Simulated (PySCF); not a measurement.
## Computed properties of C₄H₁₂Si₂, SMILES CC[SiH2]/C=C/[SiH3]

C₄H₁₂Si₂, SMILES [SiH3]/C=C/[SiH2]CC. Geometry optimised at B3LYP-D3(BJ)/def2-SVP. The structure was generated by enumeration; whether it is a known compound was not checked. One conformer was computed; it need not be the lowest. All values are computed for the isolated molecule unless a solvent is named; none is compared with measurement here.

**Structure.** All 48 harmonic modes at B3LYP-D3(BJ)/def2-SVP (PySCF) are real, so it is a minimum. With heavy atoms numbered as in [CH3:1][CH2:2][SiH2:3]/[CH:4]=[CH:5]/[SiH3:6], the shortest bond between them is C4–C5 at 1.348 Å and the longest C2–Si3 at 1.894 Å.

**Vibrations.** The strongest infrared lines (harmonic, unscaled, degenerate partners summed) lie at 934 cm⁻¹ (336 km/mol, H 91 %, Si 9 %), 857 cm⁻¹ (277 km/mol, H 77 %, C 12 %, Si 11 %), 2193 cm⁻¹ (142 km/mol, H 97 %). The softest mode is at 41 cm⁻¹ and the zero-point energy is 87.6 kcal/mol.

**Electronic structure.** B3LYP/def2-TZVP (PySCF) places the frontier levels at -7.56 and -1.12 eV, a gap of 6.44 eV, and gives a dipole moment of 0.91 D. PBE/def2-TZVP (PySCF) at the same geometry gives -6.66 and -1.89 eV, so its gap is 1.67 eV narrower. An orbital gap is neither the optical nor the fundamental gap.

**Excitations.** TDA-ωB97X/def2-SVPD (PySCF) has S1 at 5.94 eV (209 nm, f = 0.000, dark); the most intense of the 6 singlets computed lies at 7.02 eV (f = 0.86). T1 (TDA) is at 4.09 eV, 1.85 eV under S1. TDA-PBE/def2-SVPD (PySCF) puts S1 at 5.26 eV. No vertical singlet excitation falls in the visible range (under 3.1 eV).

**NMR.** GIAO shifts at B3LYP/pcSseg-1 (PySCF) (non-relativistic, atoms alike by connectivity averaged): ¹³C from 11.2 to 163.2 ppm against TMS; ¹H from 1.0 to 7.5 ppm against TMS; ²⁹Si from -66.8 to -30.5 ppm against TMS.

**Solvation.** SMD-B3LYP/def2-SVP (PySCF) gives 4.0 kcal/mol in water, -2.0 kcal/mol in toluene, -2.1 kcal/mol in n-hexane (1 M in both phases, gas-phase geometry).
